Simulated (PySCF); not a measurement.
**Computed data sheet: `CO[CH]CC(=O)O` [radical]**

Species: C₄H₇O₃ (doublet state).
Numbering: `[CH3:1][O:2][CH:3][CH2:4][C:5](=[O:6])[OH:7]` (hydrogens: H8, H9, H10 on C1; H11 on C3; H12, H13 on C4; H14 on O7)

Structure used (PBE0-D3(BJ)/def2-SVP), in Å, numbered top down from 1:
```
atom  x, y, z in Å
C1    -2.1871   -0.7319    0.6202
O2    -1.0621    0.1046    0.6079
C3    -0.5116    0.3314   -0.5997
C4     0.7724    1.0858   -0.5813
C5     1.9371    0.1654   -0.2827
O6     2.6147   -0.3846   -1.1111
O7     2.1043   -0.0249    1.0322
H8    -2.5214   -0.8198    1.6620
H9    -3.0076   -0.3121    0.0122
H10   -1.9424   -1.7393    0.2367
H11   -0.6967   -0.4165   -1.3834
H12    0.9572    1.5338   -1.5671
H13    0.7154    1.8728    0.1859
H14    2.8266   -0.6657    1.1240
```

From PBE0-D3(BJ)/def2-SVP geometry optimisation, gas phase (PySCF):

| Item | Value |
| --- | --- |
| Point group | C1 |
| Rotational constants A, B, C | 5.629, 1.437, 1.328 GHz |
| Dipole moment | 2.11 D |

**UKS B3LYP, IGLO-III on C O, pcH-1 on H, non-relativistic, mean-field spin-orbit, GIAO (PySCF)**

| Quantity | Value |
| --- | --- |
| Isotropic g value | 2.00329 |
| Principal g values | 2.00214, 2.00348, 2.00423 |
| Spin squared ⟨S²⟩ | 0.754 |
| Largest Mulliken spin population | 0.89 on C3 |
| Largest isotropic hyperfine couplings (means over sets of like nuclei) | 13C +166.5 (C3), 13C +77.1 (C5), 1H +30.8 (H12/H13), 1H -26.2 (H11), 17O -20.9 (O2) MHz |

Monoisotopic mass (most abundant isotopes): 103.0395 u.

With B = h/(8π²I), that is 505.379 GHz u Å² over I, the principal moments of inertia are 89.8, 351.7 and 380.7 u Å² (most abundant isotopes); the inertial defect Ic − Ia − Ib is -60.8 u Å² (zero for a rigid planar frame, negative otherwise). g_iso is shifted by about +970 ppm from the free-electron value 2.002319; the principal values span 0.0021. At 9.50 GHz, hν = g·μB·B₀ (B₀ the magnetic field) puts the centre of the isotropic spectrum, to first order, at 338.8 mT. The rotational constants make it an asymmetric top with κ = (2B − A − C)/(A − C) = -0.95, nearer the prolate limit (−1).

Couplings of like nuclei are plain means over topologically equivalent atoms, as if these changed places fast (by rotation of a methyl-like group, say); in this geometry the members of some sets differ.

One conformer stands for the species.
